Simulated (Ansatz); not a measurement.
A made-up structure of CdH₂SO, closed shell:

O1  (-0.573, -1.675, 1.073)
Cd2  (-0.225, 0.045, 0.182)
S3  (0.191, 2.132, -0.737)
H4  (-0.876, -2.357, 0.469)
H5  (-0.689, -1.799, 2.028)
(Å)

It is relaxed with PBE-D4/def2-SVP and then PBE0-D4/def2-TZVP (Ansatz 0.2.0). Atoms count as bonded within 1.22 times the sum of their covalent radii (H–H: 0.88 Å). The end point is not checked to be a true minimum.

Task: Does its bonding change? (A judgement: the text doesn't fix the answer.)

Result: By the calculation: No: no bond forms or breaks.

Where it ends: The first stage lowers the energy by 0.61 eV in 5 steps. It ends as CdH₂SO ([OH2][Cd][S]):
O1  (-0.479, -1.806, 1.083)
Cd2  (-0.120, 0.244, 0.131)
S3  (0.171, 2.234, -0.784)
H4  (-0.965, -2.474, 0.588)
H5  (-0.779, -1.853, 1.996)
(Å)

Labels in which every atom is bracketed show which atoms are joined, not bond orders.

For scale, one of the runs: PBE0-D4/def2-TZVP relaxation, 120 basis functions, launched by `ansatz run in.yaml --threads 2 --pin off --events-out ev --progress --plain --max-ram 4352MiB`. Hardware: 2 CPU threads of an Arm Neoverse V2, shared host. Wall time about 15 s.
